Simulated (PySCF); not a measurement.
## As²⁺: excitation energy

As²⁺ [Ar] 3d10 4s2 4p1 (2P) → As²⁺ [Ar] 3d10 4s2 5s1 (2S), as a difference of total energies. Calculation: PySCF 2.14, in aug-cc-pVTZ-PP with ECP10MDF (6s5p4d2f, 55 functions); scalar relativity through the core potential. Correlated levels: valence: 3s2 3p6 3d10 frozen. The calculations carry no spin-orbit coupling.

| method | excitation energy (cm⁻¹) |
| --- | --- |
| UHF | 103690 |
| LDA | 102510 |
| PBE | 101620 |
| PBE0 | 103030 |
| r2SCAN | 105720 |
| M06 | 102410 |
| B3LYP | 102880 |
| HSE06 | 103120 |
| BLYP | 101590 |
| MP2 (valence) | 103400 |
| SCS-MP2 (valence) | 103630 |

The promoted electron is Rydberg-like, and one or two diffuse shells describe it only roughly, which tends to raise the upper state.
